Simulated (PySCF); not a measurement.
Worked example: entropy of an ideal gas

Ti(OH)3(SH) (H4O3STi), SMILES [OH][Ti]([OH])([OH])[SH], multiplicity 1.

Geometry: PBE-D3(BJ)/def2-SVP. The spin state was assumed, not searched. The structure was generated by enumeration; whether it is a known compound was not checked. One conformer was computed; it need not be the lowest.

PBE-D3(BJ)/def2-SVP in PySCF gives the harmonic wavenumbers 109, 132, 162, 180, 199, 217, 252, 298, 315, 390, 429, 454, 506, 508, 718, 784, 794, 2602, 3754, 3764, 3776 cm⁻¹ and the rotational temperatures 0.1524, 0.0947, 0.0938 K. The molar mass is 131.96 g/mol, the symmetry number 1, the spin multiplicity 1.

Question: Work out the entropy at 298.15 K and 1 atm in the rigid-rotor, harmonic-oscillator model.

Answer: 
Translation (Sackur–Tetrode at 1 atm): S = R[1.5 ln M + 2.5 ln T − 1.16487] = 169.6 J/(mol K).
Rotation: q = (√π/σ) T^1.5/√(θA θB θC) = 248000, S = R[ln q + 3/2] = 115.7 J/(mol K).
Vibration: with u = 1.4388 ν/T, each mode gives R[u/(e^u − 1) − ln(1 − e^−u)]:
| ν (cm⁻¹) | modes | u | S (J/(mol K)) |
|---|---|---|---|
| 109 | 1 | 0.53 | 13.75 |
| 132 | 1 | 0.64 | 12.20 |
| 162 | 1 | 0.78 | 10.57 |
| 180 | 1 | 0.87 | 9.74 |
| 199 | 1 | 0.96 | 8.96 |
| 217 | 1 | 1.05 | 8.30 |
| 252 | 1 | 1.22 | 7.18 |
| 298 | 1 | 1.44 | 5.98 |
| 315 | 1 | 1.52 | 5.59 |
| 390 | 1 | 1.88 | 4.18 |
| 429 | 1 | 2.07 | 3.61 |
| 454 | 1 | 2.19 | 3.28 |
| 506 | 1 | 2.44 | 2.69 |
| 508 | 1 | 2.45 | 2.67 |
| 718 | 1 | 3.46 | 1.19 |
| 784 | 1 | 3.78 | 0.92 |
| 794 | 1 | 3.83 | 0.89 |
The stiffer modes add less than 0.005 each. Sum 101.7 J/(mol K).
Spin: R ln 1 = 0.0 J/(mol K).
Total 387.1 J/(mol K); the program's own thermochemistry gives 387.1. Translation makes up 44 % and vibration 26 %. Anharmonicity, hindered rotation and orbital degeneracy are left out.
